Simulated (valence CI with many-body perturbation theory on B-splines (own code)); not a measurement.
## P⁹⁺: what the settings do

Calculated by valence CI with perturbative core correlation (CI+MBPT): four valence electrons over a frozen Dirac-Fock core [He], radial functions for each j: 6 s, 6 p, 5 d, 3 f, 1 g, with the one-electron correlation potential Σ1, the two-electron term Σ2, the three-electron term Σ3, Breit, model QED; selected CI, second order for the rest, scaled by the run's own slope (own B-spline code, finite nucleus).

No measured levels were compared; by estimate levels of excited configurations hold to 0.05 to 0.15 % of their energy, terms of the ground configuration to about 0.5 %.

The reference run has the lowest level 2s2 2p2 3P_0 and an ionisation energy of 424.536 eV. Its largest variational space holds 11312 state functions.

```
       Level  Reference (cm⁻¹)  Shift (cm⁻¹)
2s2 2p2 3P_1              3674          -726
2s2 2p2 3P_2              9023         -1603
2s2 2p2 1D_2             60024         -1325
2s2 2p2 1S_0            120501         -1553
2s 2p3 5S°_2            167211         -2719
2s 2p3 3D°_2            323332         -2674
2s 2p3 3D°_3            323387         -2752
2s 2p3 3D°_1            323538         -2719
2s 2p3 3P°_1            380266         -2902
2s 2p3 3P°_0            380286         -2882
2s 2p3 3P°_2            380496         -2987
2s 2p3 1D°_2            485395         -2950
```

The ionisation energy moves by -0.063 eV.

(1) Which of these changes was made?
A. core polarisation of operators on → off
B. factor on the speed of light 1 → 1.1
C. three-electron term on → off
D. scale of Σ2 1 → 0.8

## Answers

(1) B. factor on the speed of light 1 → 1.1.
